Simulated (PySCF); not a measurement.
Compound: C₆H₆F₂O₂.
Numbering: `[CH3:1][C@H:2]([F:3])[C:4]1=[CH:5][O:6][C:7]([F:8])=[CH:9][O:10]1`

Probes without a nucleus sit at each ring's centroid and 1 Å off its mean plane on both sides; NICS is minus the shielding there, NICSzz its component along the normal. Level: GIAO CAM-B3LYP/pcSseg-1 (PySCF, non-relativistic, gas phase) on the PBE0-D3(BJ)/def2-SVP geometry, one conformer.

Ring bond lengths (Å): C4–C5 1.333, C5–O6 1.385, O6–C7 1.347, C7–C9 1.332, C9–O10 1.384, O10–C4 1.368.

Problem. Give the NICS values of each ring in ppm.

Solution. 
| ring | type | NICS(0) | NICS(1), two faces | NICS(1)zz, two faces | rms pucker (Å) | centre to ring atoms, mean (Å) |
| --- | --- | --- | --- | --- | --- | --- |
| C4–C5–O6–C7–C9–O10 | 6-membered ring with 2 O; formal bonds 2 double, 4 single | 6.2 | 3.9 / 4.7 | 18.3 / 18.7 | 0.02 | 1.36 |

Problem. What do they say, and how far can they be read as aromaticity?

Solution. 
- C4–C5–O6–C7–C9–O10: mean NICS(1)zz 18.5 ppm, deshielded.

Problem. And the bond-length index? HOMA takes Krygowski's 1993 parameters.

Solution. 
- C4–C5–O6–C7–C9–O10: HOMA -0.47; the largest term is that of C5–O6, α(R − Ropt)² = 2.28. The geometric and the magnetic index point the same way.

Problem. What field does 14.1 T along the ring normal induce along that normal at the second NICS(1) probe listed for ring C4–C5–O6–C7–C9–O10, 1 Å off the ring?

Solution. NICSzz × B0 = 18.7 ppm × 14.1 T = 264 μT, along the applied field.

Problem. Give the inner angles of the rings.

Solution. 
- C4–C5–O6–C7–C9–O10: C4 123.7°, C5 123.0°, O6 112.4°, C7 125.7°, C9 121.8°, O10 113.2°; sum 719.7° against 720° for a flat convex ring.

Problem. How shielded are the nuclei of the rings and their hydrogens (means over atoms taken as equivalent)?

Solution. 
```tsv
atoms	environment	σ isotropic (ppm)	principal values of the symmetric part, first atom (ppm)
C4	vinylic carbon bearing oxygen	34.4	-55.3, 54.3, 104.1
C5	vinylic carbon bearing oxygen	54.0	-23.9, 84.1, 102.0
O6	cyclic ether oxygen	218.0	161.5, 201.2, 291.2
C7	vinylic C–F carbon	16.2	-64.0, 51.8, 60.8
C9	vinylic carbon bearing oxygen	70.2	16.8, 88.8, 105.1
O10	cyclic ether oxygen	259.7	178.4, 283.8, 317.0
H on C5	vinylic hydrogen	25.53	22.7, 24.7, 29.2
H on C9	vinylic hydrogen	25.63	23.6, 25.4, 27.9
```

Problem. How do the values depend on the level or the medium?

Solution. 
```
                  level  NICS(0), C4–C5–O6–C7–C9–O10  mean NICS(1)zz, C4–C5–O6–C7–C9–O10
CAM-B3LYP/pcSseg-1, gas                          6.2                                18.5
     PBE0/pcSseg-1, gas                          6.4                                19.3
```

The geometry is the same throughout.

The values belong to the conformer `[CH3:1][C@H:2]([F:3])[C:4]1=[CH:5][O:6][C:7]([F:8])=[CH:9][O:10]1`: C1–C2–C4–C5 116°.
